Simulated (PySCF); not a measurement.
# Radial density of Rb(3+) (rubidium, charge +3)

r2SCAN, [Ar] 3d10 4s2 4p4, high-spin 3P determinant. Computed with PySCF 2.14 in cc-pVDZ-X2C (6s5p3d, 36 functions), with scalar relativity by spin-free X2C-1e.

```json
{"r (bohr)": "0.0295", "4πr²ρ (e/bohr)": "46.18", "4πr²(ρα − ρβ)": "0.0168"}
{"r (bohr)": "0.0496", "4πr²ρ (e/bohr)": "39.02", "4πr²(ρα − ρβ)": "0.0597"}
{"r (bohr)": "0.0834", "4πr²ρ (e/bohr)": "44.84", "4πr²(ρα − ρβ)": "0.1183"}
{"r (bohr)": "0.140", "4πr²ρ (e/bohr)": "54.43", "4πr²(ρα − ρβ)": "0.0530"}
{"r (bohr)": "0.236", "4πr²ρ (e/bohr)": "32.58", "4πr²(ρα − ρβ)": "0.0558"}
{"r (bohr)": "0.397", "4πr²ρ (e/bohr)": "39.08", "4πr²(ρα − ρβ)": "0.3062"}
{"r (bohr)": "0.667", "4πr²ρ (e/bohr)": "20.14", "4πr²(ρα − ρβ)": "0.0065"}
{"r (bohr)": "1.12", "4πr²ρ (e/bohr)": "5.724", "4πr²(ρα − ρβ)": "1.1378"}
{"r (bohr)": "1.89", "4πr²ρ (e/bohr)": "3.046", "4πr²(ρα − ρβ)": "1.0812"}
{"r (bohr)": "3.18", "4πr²ρ (e/bohr)": "0.2600", "4πr²(ρα − ρβ)": "0.1144"}
{"r (bohr)": "5.34", "4πr²ρ (e/bohr)": "0.0006301", "4πr²(ρα − ρβ)": "0.0002"}
{"r (bohr)": "8.98", "4πr²ρ (e/bohr)": "0.0001024", "4πr²(ρα − ρβ)": "0.0001"}
{"r (bohr)": "15.1", "4πr²ρ (e/bohr)": "0.0001380", "4πr²(ρα − ρβ)": "0.0001"}
```

Densities and radii are taken from the X2C orbitals without a picture-change correction, which distorts them close to the nucleus.
